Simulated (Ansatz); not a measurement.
Species: sum formula HSO3, charge 0, multiplicity 2. It need not be the lowest isomer of its formula. 
Geometry from a B3LYP-D3(BJ)/def2-TZVP (Ansatz, a first-principles code) optimisation:
```
S
O 1 1.4422
O 1 1.4506 2 122.82
O 1 1.6295 2 105.51 3 -124.03
H 4 0.9714 1 108.25 2 160.68
```
Charge 0, spin multiplicity 2.

Property: atomisation energy (electronic, to ground-state atoms), in kcal/mol. Correlated levels leave the core frozen unless marked. UHF or UKS for open shells. No spin-orbit coupling. Non-relativistic. The coupled-cluster limit lacks core correlation, which all-electron functionals hold. CBS marks a two-point X^-3 extrapolation of the correlation energy; Hartree-Fock from the larger set. [CCSD(T)-MP2]/basis is that difference in the basis named.

| level | program | atomisation energy (kcal/mol) |
|---|---|---|
| PBE-D3(BJ)/def2-TZVPD | Ansatz + dftd3 | ___ |
| revPBE/def2-TZVPD | Ansatz | ___ |
| B3LYP/def2-TZVPD | Ansatz | 387.1 |
| PBE0/STO-3G | Ansatz | 202.1 |
| PBE0/def2-SVP | Ansatz | 358.5 |
| PBE0-D4/def2-TZVP | Ansatz + dftd4 | 393.2 |
| BHLYP/def2-TZVPD | Ansatz | ___ |
| CAM-B3LYP-D3(BJ)/def2-TZVPD | Ansatz + dftd3 | 392.1 |
| CAM-B3LYP-D4/def2-TZVPD | Ansatz + dftd4 | 392.4 |
| CCSD/cc-pV(T+d)Z | Ansatz | 354.4 |
| RI-MP2/CBS(cc-pV(T+d)Z,cc-pV(Q+d)Z)+[CCSD(T)-MP2]/cc-pV(T+d)Z | Ansatz | 395.3 |

Problem. Complete the blanks.

Solution. 
- PBE-D3(BJ)/def2-TZVPD, atomisation energy (kcal/mol): 427.7
- revPBE/def2-TZVPD, atomisation energy (kcal/mol): 399.8
- BHLYP/def2-TZVPD, atomisation energy (kcal/mol): 345.6
